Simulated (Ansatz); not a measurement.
Ansatz (an electronic-structure program) input (RPA@PBE/cc-pVQZ):

Ansatz 0.2 input:
```yaml
crystal:
  periodic: [false, false, false]
  atoms:
    - {symbol: C, position_ang: [2.57752244, 0.63598928, -0.54524927]}
    - {symbol: C, position_ang: [1.38588722, -0.20121660, -0.09093055]}
    - {symbol: C, position_ang: [0.06851117, 0.55041933, -0.21313557]}
    - {symbol: C, position_ang: [-1.14645441, -0.24911581, 0.22994921]}
    - {symbol: O, position_ang: [-1.04735876, -1.40345421, 0.64788357]}
    - {symbol: C, position_ang: [-2.43159908, 0.38528533, 0.14753693]}
    - {symbol: H, position_ang: [2.67304346, 1.54724908, 0.05063312]}
    - {symbol: H, position_ang: [2.47653898, 0.93586628, -1.59141878]}
    - {symbol: H, position_ang: [3.51047548, 0.07830830, -0.44925529]}
    - {symbol: H, position_ang: [1.32669209, -1.12191572, -0.67527133]}
    - {symbol: H, position_ang: [1.52062782, -0.51852506, 0.94531527]}
    - {symbol: H, position_ang: [-0.09646643, 0.87234951, -1.24834479]}
    - {symbol: H, position_ang: [0.09764804, 1.47629630, 0.37373550]}
    - {symbol: H, position_ang: [-2.54621660, 1.39818871, -0.21587963]}
    - {symbol: H, position_ang: [-3.30667675, -0.16835281, 0.45839282]}
basis:
  gaussian:
    orbitals: cc-pVQZ
hamiltonian:
  xc: pbe
magnetization: {spin_polarized: true, initial_magnetization: 1}
correlation: {method: rpa, electrons: outside_noble_gas}
```

Output:

```
Functional definition: PBE
integrals: 6.13 GiB planned
3494 factors; integrals over basis functions are off by at most 1.1e-3 eV
0.76 GiB of the device are held for the grids
7.94 GiB of device memory are held for the factors and their scratch space
mean field: 8.94 GiB planned
mean field evaluation 1: about -7353.5263 eV, gradient 6.2e1 eV
mean field evaluation 2: about -7353.5293 eV, gradient 6.2e1 eV
mean field evaluation 4: about -7364.2789 eV, gradient 3.9e1 eV
mean field evaluation 8: about -7371.1908 eV, gradient 5.5e-1 eV
mean field evaluation 16: about -7371.1925 eV, gradient 3.3e-3 eV
mean field evaluation 32: about -7369.8512 eV, gradient 2.6e-6 eV
mean field evaluation 64: about -7362.2438 eV, gradient 7.7e0 eV
mean field -7371.19248196 eV, -270.8863273384 hartree, gradient 6.8e-6 eV, S^2 0.757040; 7 other end points of the search recorded, 0 dependent functions left out
6 core orbitals not correlated
reference -7332.28178421 eV, -269.4563855704 hartree; 18, 17 occupied and 576, 577 virtual orbitals, 3494 factors
Total energy: -7383.12649109 eV, -271.3248940846 hartree
```

It need not be the lowest isomer of its formula.
